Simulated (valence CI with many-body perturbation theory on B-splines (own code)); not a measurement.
Au LXVII: electric-dipole lines

Level of theory: configuration interaction combined with many-body perturbation theory (CI+MBPT): three valence electrons over a frozen Dirac-Fock core [Ne], a basis of 11 s, 11 p, 10 d, 8 f, 5 g, 2 h functions for each j, with the one-electron correlation potential Σ1 (screened to all orders), the two-electron term Σ2, the three-electron term Σ3, Breit, model QED; selected single and double excitations, second order for the rest, scaled by the run's own slope (own B-spline code, finite nucleus).

No measured spectrum was set against this ion. As an estimate, large intervals hold to a few tenths of a per cent, small ones and those within an open d or f shell to about a per cent.

Lines 51 to 100 of 590 in falling wavelength, among levels below 283.57 Ry, chosen from the strongest by gf and those to the six lowest levels. Wavelengths and rates use the calculated energies. Electric multipoles are in the length gauge, E1 and E2 with the static RPA response of the core. Weak lines are less certain than strong ones. Lines between different terms over intervals too small for the method are left out, as are lines whose strength nearly cancels. The highest levels of a list are the least certain.

Levels are named by their leading jj configuration (3d3/2^4 stands for four electrons in 3d with j = 3/2), which in mixed levels can hold well under half, so a name can repeat and another be missing. Letters in brackets count levels of one name in rising energy.

```tsv
λ vac (nm)	Upper	Lower	A (s⁻¹)	S (a.u.) with core polarisation	S without
5.712	(3p1/2 3p3/2 3d5/2) J=9/2	(3s 3p3/2 3d5/2) J=9/2	4.41e+10	4.06e-02	4.11e-02
5.652	(3p1/2^2 3d3/2) J=3/2	(3s 3p1/2 3d3/2) J=3/2 [b]	5.73e+10	2.04e-02	2.07e-02
5.561	(3s 3p1/2 3d3/2) J=3/2 [a]	(3s 3p1/2 3p3/2) J=3/2 [a]	2.25e+10	7.63e-03	7.74e-03
5.420	(3s 3p1/2 3d3/2) J=5/2	(3s 3p1/2 3p3/2) J=5/2	1.25e+10	5.89e-03	5.97e-03
5.254	(3s 3p1/2 3d3/2) J=1/2	(3s 3p1/2 3p3/2) J=3/2 [b]	8.68e+08	1.24e-04	1.27e-04
5.232	(3s 3p1/2 3d3/2) J=3/2 [b]	(3s 3p1/2 3p3/2) J=3/2 [a]	2.48e+09	7.02e-04	7.13e-04
5.172	(3p1/2 3d3/2 3d5/2) J=9/2	(3p1/2 3p3/2 3d5/2) J=9/2	3.82e+10	2.61e-02	2.64e-02
5.069	(3s 3p1/2 3d3/2) J=3/2 [c]	(3s 3p1/2 3p3/2) J=3/2 [b]	4.15e+09	1.07e-03	1.08e-03
4.983	(3s 3p1/2 3d3/2) J=5/2	(3s 3p1/2 3p3/2) J=3/2 [a]	6.40e+07	2.35e-05	2.36e-05
4.860	(3s^2 3d3/2) J=3/2	(3s^2 3p3/2) J=3/2	1.93e+08	4.37e-05	4.36e-05
4.651	(3s 3p1/2 3d3/2) J=3/2 [c]	(3s 3p1/2 3p3/2) J=5/2	4.50e+09	8.93e-04	9.09e-04
4.646	(3d3/2 3d5/2^2) J=11/2	(3p3/2 3d5/2^2) J=11/2	3.53e+10	2.10e-02	2.12e-02
4.460	(3s 3p1/2 3d3/2) J=1/2	(3s 3p1/2 3p3/2) J=3/2 [a]	6.59e+09	5.78e-04	5.85e-04
4.334	(3s^2 4p3/2) J=3/2	(3s^2 4s) J=1/2	8.08e+11	1.30e-01	1.30e-01
4.326	(3s 3p1/2 3d3/2) J=3/2 [c]	(3s 3p1/2 3p3/2) J=3/2 [a]	2.75e+09	4.40e-04	4.44e-04
4.142	(3p3/2 3d5/2^2) J=5/2 [a]	(3p3/2^2 3d5/2) J=3/2	8.15e+10	1.71e-02	1.73e-02
3.987	(3s^2 3p3/2) J=3/2	(3s 3p1/2^2) J=1/2	7.67e+08	9.60e-05	9.73e-05
3.944	(3s 3p3/2 3d5/2) J=3/2 [a]	(3s 3p3/2^2) J=3/2	1.04e+11	1.25e-02	1.27e-02
3.929	(3d5/2^3) J=3/2	(3p3/2 3d5/2^2) J=3/2 [b]	2.25e+11	2.70e-02	2.73e-02
3.916	(3d5/2^3) J=9/2	(3p3/2 3d5/2^2) J=7/2 [b]	4.58e+11	1.36e-01	1.37e-01
3.904	(3s 3d5/2^2) J=5/2	(3s 3p3/2 3d5/2) J=3/2 [b]	8.91e+10	1.57e-02	1.59e-02
3.900	(3s 3p1/2 3d5/2) J=5/2 [a]	(3s 3p1/2 3p3/2) J=3/2 [b]	2.37e+09	4.16e-04	4.21e-04
3.873	(3d3/2 3d5/2^2) J=7/2 [a]	(3p3/2 3d3/2 3d5/2) J=5/2 [c]	1.60e+11	3.66e-02	3.70e-02
3.838	(3s 3d5/2^2) J=9/2	(3s 3p3/2 3d5/2) J=7/2 [b]	1.16e+11	3.23e-02	3.27e-02
3.829	(3d3/2 3d5/2^2) J=5/2 [a]	(3p3/2 3d3/2 3d5/2) J=3/2 [c]	1.01e+11	1.69e-02	1.71e-02
3.823	(3s 3d5/2^2) J=7/2	(3s 3p3/2 3d5/2) J=5/2 [b]	4.52e+11	9.98e-02	1.01e-01
3.784	(3d3/2 3d5/2^2) J=9/2	(3p3/2 3d3/2 3d5/2) J=7/2 [c]	3.69e+11	9.86e-02	9.98e-02
3.780	(3d5/2^3) J=5/2	(3p3/2 3d5/2^2) J=3/2 [b]	3.66e+11	5.86e-02	5.93e-02
3.773	(3d3/2 3d5/2^2) J=7/2 [b]	(3p3/2 3d3/2 3d5/2) J=5/2 [d]	2.10e+11	4.44e-02	4.50e-02
3.751	(3d3/2 3d5/2^2) J=11/2	(3p3/2 3d3/2 3d5/2) J=9/2 [b]	4.91e+11	1.54e-01	1.55e-01
3.748	(3s 3d5/2^2) J=3/2	(3s 3p3/2 3d5/2) J=5/2 [b]	1.04e+11	1.08e-02	1.09e-02
3.747	(3s 3d3/2 3d5/2) J=3/2 [b]	(3s 3p3/2 3d3/2) J=1/2 [b]	1.06e+11	1.10e-02	1.12e-02
3.743	(3s 3d3/2 3d5/2) J=5/2 [b]	(3s 3p3/2 3d3/2) J=5/2 [b]	8.78e+10	1.36e-02	1.38e-02
3.741	(3s 3d3/2 3d5/2) J=7/2 [b]	(3s 3p3/2 3d3/2) J=5/2 [b]	2.83e+11	5.84e-02	5.91e-02
3.736	(3p1/2 3d5/2^2) J=5/2	(3p1/2 3p3/2 3d5/2) J=3/2 [b]	1.17e+11	1.80e-02	1.82e-02
3.735	(3d5/2^3) J=3/2	(3p3/2 3d5/2^2) J=5/2 [b]	1.21e+11	1.25e-02	1.26e-02
3.733	(3p1/2 3d5/2^2) J=7/2	(3p1/2 3p3/2 3d5/2) J=5/2 [b]	4.38e+11	8.99e-02	9.10e-02
3.732	(3d5/2^3) J=3/2	(3p3/2 3d5/2^2) J=3/2 [a]	1.58e+11	1.62e-02	1.64e-02
3.731	(3p3/2 3d5/2^2) J=11/2	(3p3/2^2 3d5/2) J=9/2	2.19e+11	6.74e-02	6.82e-02
3.722	(3p1/2 3d5/2^2) J=3/2	(3p1/2 3p3/2 3d5/2) J=1/2	1.31e+11	1.33e-02	1.35e-02
3.722	(3s 3d5/2^2) J=3/2	(3s 3p3/2 3d5/2) J=3/2 [b]	1.79e+11	1.82e-02	1.85e-02
3.710	(3d3/2 3d5/2^2) J=5/2 [a]	(3p3/2 3d3/2 3d5/2) J=3/2 [b]	3.15e+11	4.77e-02	4.82e-02
3.705	(3p3/2 3d3/2 3d5/2) J=7/2 [b]	(3p3/2^2 3d3/2) J=7/2	1.64e+11	3.29e-02	3.33e-02
3.704	(3p3/2 3d5/2^2) J=7/2 [b]	(3p3/2^2 3d5/2) J=5/2 [b]	7.50e+11	1.50e-01	1.52e-01
3.701	(3d3/2 3d5/2^2) J=5/2 [b]	(3p3/2 3d3/2 3d5/2) J=3/2 [c]	1.80e+11	2.70e-02	2.74e-02
3.678	(3p1/2 3p3/2 3d5/2) J=3/2 [a]	(3p1/2 3p3/2^2) J=3/2	1.60e+11	1.57e-02	1.59e-02
3.671	(3d3/2 3d5/2^2) J=5/2 [a]	(3p3/2 3d3/2 3d5/2) J=5/2 [c]	1.03e+11	1.51e-02	1.53e-02
3.670	(3d3/2^2 3d5/2) J=5/2 [a]	(3p3/2 3d3/2^2) J=5/2	1.09e+11	1.59e-02	1.61e-02
3.666	(3s 3p1/2 3d5/2) J=3/2	(3s 3p1/2 3p3/2) J=1/2	2.69e+11	2.62e-02	2.65e-02
3.648	(3s 3p1/2 3d5/2) J=5/2 [a]	(3s 3p1/2 3p3/2) J=5/2	1.17e+10	1.68e-03	1.70e-03
```
